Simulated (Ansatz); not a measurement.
Basis-set extrapolation for BF₂O, SMILES `[O]B(F)F` radical (PBE0-D4/def2-TZVP geometry, frozen core, Ansatz). Multiplicity 2, UHF reference.

```json
{"": "HF", "def2-TZVPP": "-298.690553", "def2-QZVPP": "-298.704046"}
{"": "MP2 correlation", "def2-TZVPP": "-0.764669", "def2-QZVPP": "-0.836533"}
{"": "CCSD(T) correlation", "def2-TZVPP": "-0.801371", "def2-QZVPP": "-0.871107"}
```

Energies in hartree. Use E(X) = E(∞) + A·exp(−7.88·√X) for Hartree–Fock and E(X) = E(∞) + B·X^(−2.97) for correlation, with X = 3 and 4.

**Question.** What is the CCSD(T) energy at the basis-set limit?

**Answer.** HF limit: -298.704046 + (-0.013493) × 0.13774 = -298.70590. Correlation limit: -0.871107 + (-0.069736) × 0.74074 = -0.92276. Total: -299.62866 hartree, 85.8 kcal/mol below CCSD(T)/def2-TZVPP.
